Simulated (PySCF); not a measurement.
First hyperpolarisability: `S=Cc1ccccn1`, C₆H₅NS

Geometry:
```json
{"atom": "S1", "x (Å)": "3.346", "y (Å)": "0.051", "z (Å)": "-0.931"}
{"atom": "C2", "x (Å)": "2.156", "y (Å)": "-0.824", "z (Å)": "-0.256"}
{"atom": "C3", "x (Å)": "0.797", "y (Å)": "-0.374", "z (Å)": "-0.067"}
{"atom": "C4", "x (Å)": "0.367", "y (Å)": "0.898", "z (Å)": "-0.461"}
{"atom": "C5", "x (Å)": "-0.953", "y (Å)": "1.247", "z (Å)": "-0.243"}
{"atom": "C6", "x (Å)": "-1.797", "y (Å)": "0.324", "z (Å)": "0.356"}
{"atom": "C7", "x (Å)": "-1.275", "y (Å)": "-0.915", "z (Å)": "0.713"}
{"atom": "N8", "x (Å)": "-0.023", "y (Å)": "-1.259", "z (Å)": "0.511"}
{"atom": "H9", "x (Å)": "2.357", "y (Å)": "-1.832", "z (Å)": "0.092"}
{"atom": "H10", "x (Å)": "1.067", "y (Å)": "1.576", "z (Å)": "-0.923"}
{"atom": "H11", "x (Å)": "-1.319", "y (Å)": "2.221", "z (Å)": "-0.536"}
{"atom": "H12", "x (Å)": "-2.834", "y (Å)": "0.556", "z (Å)": "0.543"}
{"atom": "H13", "x (Å)": "-1.895", "y (Å)": "-1.667", "z (Å)": "1.183"}
```

The calculation used PySCF, quadratic response wB97X-D/aug-cc-pVDZ first hyperpolarisability, Taylor convention, gas phase. Geometry: GFN2-xTB.

(1) Give β for the processes computed.

Results:

(1) In 10⁻³⁰ esu, Taylor convention; the vector part is βᵢ = ⅓ Σⱼ (βᵢⱼⱼ + βⱼᵢⱼ + βⱼⱼᵢ); β∥ is 3/5 of the vector part along the dipole, the dipole points from − to +:
```tsv
process	λ (nm)	β vector norm	β∥	β HRS	depolarisation ratio
static β(0;0,0)	∞	6.66	3.87	2.77	4.90
second harmonic β(−2ω;ω,ω)	1907	7.56	4.40	3.14	4.92
Pockels β(−ω;ω,0)	1907	6.94	4.04	–	–
Pockels β(−ω;ω,0)	1340	7.24	4.22	–	–
```

Second harmonics within 0.3 eV of the first excitation or beyond it are left out.

**Question.** Which lowest excitations, dipole and polarisabilities go with it?

**Answer.** S1 2.12 eV (f = 0.000); S2 4.00 eV (f = 0.000); S3 4.28 eV (f = 0.363); dipole 3.64 D; isotropic α 102.9 au static, 103.6 au at 1907 nm, 104.3 au at 1340 nm, 105.7 au at 953.5 nm.
